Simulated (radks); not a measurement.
Question: Sm XX, configuration [Kr] 4d7. All-electron calculation, non-relativistic Kohn-Sham, TPSS, spin-polarised, spherical densities, point nucleus; open shells are filled with parallel spins first (spin-orbit coupling, left out, can overturn this in heavy ions); meta-GGA in the generalised Kohn-Sham scheme; relativity is left out, which matters for an element this heavy. Program: a radial shooting solver on a logarithmic mesh with Libxc functionals. Some entries of the table are withheld. Estimate them.

orbital,occ.,eigenvalue (eV),<r> (bohr),<r^2> (bohr^2)
1s down,1,-44572.11,0.02447,0.0008003
1s up,1,-44572.10,0.02447,0.0008003
2s up,1,-7455.836,0.1044,0.01277
2s down,1,-7453.830,0.1043,0.01277
2p up,3,-7101.926,0.08859,0.009522
2p down,3,-7100.434,0.08858,0.009519
3s up,1,-2007.223,0.2695,0.08276
3s down,1,-2006.591,0.2694,0.08266
3p up,3,-1851.945,0.2593,0.07772
3p down,3,-1851.065,0.2592,0.07763
3d up,5,-1564.762,0.2308,0.06245
3d down,5,-1563.029,0.2308,0.06242
4s up,1,-744.4169,0.5804,0.3778
4s down,1,-738.9188,0.5810,0.3787
4p up,3,-682.1117,(1),0.3895
4p down,3,-676.6441,(2),0.3907
4d up,5,(3),0.5982,0.4088
4d down,2,(4),0.5994,0.4107
5s up,0,-372.8110,1.082,1.302
5s down,0,-370.7777,1.086,1.311
5p up,0,-346.9639,1.115,1.386
5p down,0,-345.0480,1.119,1.396

Answer: 
(1) 4p up <r> (bohr): 0.5875
(2) 4p down <r> (bohr): 0.5883
(3) 4d up eigenvalue (eV): -571.4669
(4) 4d down eigenvalue (eV): -566.0829
